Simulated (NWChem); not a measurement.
Everything below was run with NWChem. System: H$_{4}$P$_{2}$, charge 0, spin multiplicity 1, at a geometry optimised with B3LYP/def2-SVP. Level: CR-CCSD(T)/cc-pVDZ, 10 core orbitals frozen, spin-restricted.

Part of the output:

```
             Northwest Computational Chemistry Package (NWChem) 7.3.0
             --------------------------------------------------------

                                NWChem Input Module
                                -------------------

 Scaling coordinates for geometry "geometry" by  1.889725989
 (inverse scale =  0.529177249)

                             Geometry "geometry" -> ""
                             -------------------------

 Output coordinates in angstroms (scale by  1.889725989 to convert to a.u.)

  No.       Tag          Charge          X              Y              Z
 ---- ---------------- ---------- -------------- -------------- --------------
    1 P                   15.0000     1.00855700     0.52169300     0.00000000
    2 P                   15.0000    -1.00855700    -0.52169300     0.00000000
    3 H                    1.0000     1.54085000    -0.31632700     1.03127200
    4 H                    1.0000     1.54085000    -0.31632700    -1.03127200
    5 H                    1.0000    -1.54085000     0.31632700     1.03127200
    6 H                    1.0000    -1.54085000     0.31632700    -1.03127200

 Effective nuclear repulsion energy (a.u.)      87.2530053904

            Nuclear Dipole moment (a.u.)
            ----------------------------
        X                 Y               Z
 ---------------- ---------------- ----------------
     0.0000000000     0.0000000000     0.0000000000


 Summary of "ao basis" -> "" (spherical)
 ------------------------------------------------------------------------------
       Tag                 Description            Shells   Functions and Types
 ---------------- ------------------------------  ------  ---------------------
 *                          cc-pvdz                   on all atoms

 Summary of "ao basis" -> "ao basis" (spherical)
 ------------------------------------------------------------------------------
       Tag                 Description            Shells   Functions and Types
 ---------------- ------------------------------  ------  ---------------------
 P                          cc-pvdz                  8       18   4s3p1d
 H                          cc-pvdz                  3        5   2s1p

                                 NWChem SCF Module
                                 -----------------

  ao basis        = "ao basis"
  functions       =    56
  atoms           =     6
  closed shells   =    17
  open shells     =     0
[...]
     1   0 0 1     -0.000000      0.000000      0.000000

     2   2 0 0    -21.449296      0.000000    142.887181
     2   1 1 0     -1.628824      0.000000     49.405903
     2   1 0 1      0.000000      0.000000      0.000000
     2   0 2 0    -24.647965      0.000000     30.586732
     2   0 1 1      0.000000      0.000000      0.000000
     2   0 0 2    -20.660514      0.000000     15.191621

                   NWChem Extensible Many-Electron Theory Module
                   ---------------------------------------------


            General Information
            -------------------
      Number of processors :     1
         Wavefunction type : Restricted Hartree-Fock
          No. of electrons :    34
           Alpha electrons :    17
            Beta electrons :    17
           No. of orbitals :   112
            Alpha orbitals :    56
             Beta orbitals :    56
        Alpha frozen cores :    10
         Beta frozen cores :    10
     Alpha frozen virtuals :     0
      Beta frozen virtuals :     0
         Spin multiplicity : singlet
    Number of AO functions :    56
       Number of AO shells :    28
        Use of symmetry is : off
      Symmetry adaption is : off
         Schwarz screening : 0.10D-09

          Correlation Information
          -----------------------
          Calculation type : Coupled-cluster singles & doubles w/ perturbation
   Perturbative correction : Completely renormalized (T)
            Max iterations :      100
        Residual threshold : 0.10D-05
     T(0) DIIS level shift : 0.00D+00
     L(0) DIIS level shift : 0.00D+00
     T(1) DIIS level shift : 0.00D+00
     L(1) DIIS level shift : 0.00D+00
     T(R) DIIS level shift : 0.00D+00
     T(I) DIIS level shift : 0.00D+00
   CC-T/L Amplitude update :  5-th order DIIS
                I/O scheme : Global Array Library
        L-threshold :  0.10D-05
        EOM-threshold :  0.10D-05
 no EOMCCSD initial starts read in
 TCE RESTART OPTIONS
 SLICE:      F
 D4D5:       F
 quantumc:   F
 qrotation:  F
 pwtce:      F
 qducc:      F
 nacto:                         0
 nrotv:                         0
 nrot:                          0

            Memory Information
            ------------------
          Available GA space size is     249033664 doubles
          Available MA space size is     104853276 doubles

 Maximum block size supplied by input
 Maximum block size        24 doubles

 tile_dim =     20

 -------------------------------------------------

 Global array virtual files algorithm will be used

 Parallel file system coherency ......... OK

 4-electron integrals stored in orbital form

 v2    file size   =          1307390
 4-index algorithm nr.  13 is used
 imaxsize =       30
 imaxsize ichop =        0


CCSD iterations
 ---------------------------------------------------------
 Iter          Residuum       Correlation     Cpu    Wall
 ---------------------------------------------------------
    1   0.1401183889064  -0.2515424316047     0.0     0.0
    2   0.0415136692813  -0.2855410040705     0.0     0.0
    3   0.0156189948630  -0.2931658045109     0.0     0.0
    4   0.0066563595230  -0.2955139108304     0.0     0.0
    5   0.0030969842084  -0.2963655585190     0.0     0.0
    6   0.0006057751770  -0.2969869594335     0.0     0.0
    7   0.0002916249820  -0.2969652035788     0.0     0.0
    8   0.0001598826723  -0.2969697968257     0.0     0.0
    9   0.0000961617477  -0.2969712125731     0.0     0.0
   10   0.0000579224771  -0.2969726745402     0.0     0.0
   11   0.0000060314724  -0.2969747646308     0.0     0.0
   12   0.0000022953658  -0.2969754528978     0.0     0.0
   13   0.0000011022986  -0.2969755925221     0.0     0.0
   14   0.0000005885296  -0.2969756417602     0.0     0.0
 -----------------------------------------------------------------
 Iterations converged
 CCSD correlation energy / hartree =        -0.296975641760166
 CCSD total energy / hartree       =      -684.090112964021273

 Singles contributions

 Doubles contributions
 CR-CCSD(T)

 CR-CCSD[T]  correction energy / hartree =        -0.007126114605090
 CR-CCSD[T] correlation energy / hartree =        -0.304101756365256
 CR-CCSD[T] total energy / hartree       =      -684.097239078626330
 CR-CCSD(T)  correction energy / hartree =        -0.006948674245469
 CR-CCSD(T) correlation energy / hartree =        -0.303924316005634
 CR-CCSD(T) total energy / hartree       =      -684.097061638266723

 Task  times  cpu:        7.7s     wall:        7.7s

 Total times  cpu:        7.7s     wall:        7.7s
```

Write an NWChem input that would produce this output.

One answer among several that fit: 
```
start mol
memory heap 100 mb stack 700 mb global 1900 mb
geometry units angstroms nocenter noautoz noautosym
  P      1.008557     0.521693     0.000000
  P     -1.008557    -0.521693     0.000000
  H      1.540850    -0.316327     1.031272
  H      1.540850    -0.316327    -1.031272
  H     -1.540850     0.316327     1.031272
  H     -1.540850     0.316327    -1.031272
end
basis spherical
  * library cc-pvdz
end
scf
  rhf
  nopen 0
  maxiter 100
  thresh 1e-7
  semidirect memsize 60000000 filesize 0
end
tce
  freeze core 10
  cr-ccsd(t)
  2eorb
  2emet 13
  thresh 1e-6
  maxiter 100
  tilesize 24
end
task tce energy
```
